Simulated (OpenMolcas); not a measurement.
# Nb III: effect of the active space

```yaml
Program: OpenMolcas
Method: CASSCF or its RAS form
Basis: ANO-RCC-VTZP
Scalar_Hamiltonian: DKH2, point nucleus
Spin-orbit_coupling: RASSI with atomic mean-field integrals over the reference wave functions, term energies averaged over their components
```

A. 3 electrons in 5 orbitals (4d); 2S+1 = 4 even, 10 roots; 2S+1 = 2 even, 40 roots; cost about 9 core-seconds
B. 3 electrons in 6 orbitals (4d 5s); 2S+1 = 4 even, 20 roots; 2S+1 = 2 even, 70 roots; cost about 30 core-seconds
C. 3 electrons in 9 orbitals (RAS2 4d 5s; RAS3 5p, at most 2 electrons); 2S+1 = 4 even, 20 roots; 2S+1 = 2 even, 70 roots kept (CI in the orbitals of an earlier block); 2S+1 = 4 odd, 45 roots; 2S+1 = 2 odd, 80 roots kept (CI in the orbitals of an earlier block); cost of the order of 100 core-seconds
D. 3 electrons in 10 orbitals (4d 5d); 2S+1 = 4 even, 10 roots; 2S+1 = 2 even, 40 roots; cost about 40 core-seconds

Energies in cm⁻¹ above 4d³ ⁴F_3/2, the measured ground level; measured values from the list in Shadmi, J. Res. Natl. Bur. Stand. 70A, 435 (1966).

```
               Level      A      B      C      D  Measured
          4d³ ⁴F_3/2    0.0    0.0    0.0    0.0       0.0
          4d³ ⁴F_5/2    503    523    525    508       516
          4d³ ⁴F_7/2   1164   1206   1209   1174      1177
          4d³ ⁴F_9/2   1946   2010   2013   1963      1939
          4d³ ⁴P_1/2  11237  11289  11155  11004      8664
          4d³ ⁴P_3/2  11341  11254  11139  11115      8608
          4d³ ²G_7/2  12020  11613  11822  11676      9236
          4d³ ⁴P_5/2  12037  12228  12066  11840      9594
          4d³ ²G_9/2  12568  12200  12426  12238      9804
   4d³ ²P_3/2 [54 %]  15546  13875  13941  15129          
          4d³ ²P_1/2  15670  13530  13653  15317          
          4d³ ²H_9/2  15852  15864  16226  15437     12916
         4d³ ²H_11/2  16194  16243  16616  15801     13264
       4d³ ²D_5/2(1)  17661  16647  16677  17183     13094
4d³ ²D_3/2(1) [59 %]  17712  16370  16421  17266          
          4d³ ²F_7/2  26297  24826  25054  25709     19861
          4d³ ²F_5/2  26551  24902  25104  25959     19975
       4d³ ²D_5/2(2)  40924  40429  41069  39585          
       4d³ ²D_3/2(2)  41218  40717  40999  39831
```

Deviations, from unrounded energies. A percentage is the sum of absolute deviations over the sum of measured energies, with the sign that they share, or ± where signs differ.

```tsv
Against measurement	Levels	A	B	C	D
mean absolute deviation (cm-1)	13	2800	2500	2600	2500
fine structure of the ground term (%)	3	±0.9	+3.0	+3.2	±0.9
other terms of the ground configuration (%)	10	+29.4	+25.6	+26.6	+26.4
```

B, C, D lie about equally close to measurement and A furthest from it. The largest miss of B in the table is 4d³ ²F_7/2, by +5000 cm-1. The ranking rests on the paired levels alone, and a cruder setting can come out closer through cancelling errors.

Among A to D the level of the table that moves most is 4d³ ²P_1/2, by 2100 cm-1 (lowest in B, highest in A).

Without dynamic correlation excited terms often stand tens of per cent too high (terms of higher spin than the ground term too low), and those without a measured partner can miss by more than the paired ones. Levels of configurations with an s electron are missing; early in the row they begin among the upper levels of the d shell and mix with terms of their name (holds for A). Terms from blocks run as CI alone lack orbitals of their own (holds for C). Active for correlation alone: 5d; no level in the range computed is led by a configuration that fills it, so any true level of that kind is missing (holds for D). Computed and measured levels are paired by configuration, term and J; levels that our copy of the source lacks, or whose pairing is in doubt (as where it misses far off the trend of its configuration), stay unpaired and out of the deviations. Only configurations of the active space appear. The table leaves out levels that lie high or whose names do not pair safely across all columns.

A share in square brackets marks a mixed level and gives the weight of the term that names it, the lowest over the columns. A number in round brackets counts repeated terms of one configuration in the order of the reference energies.
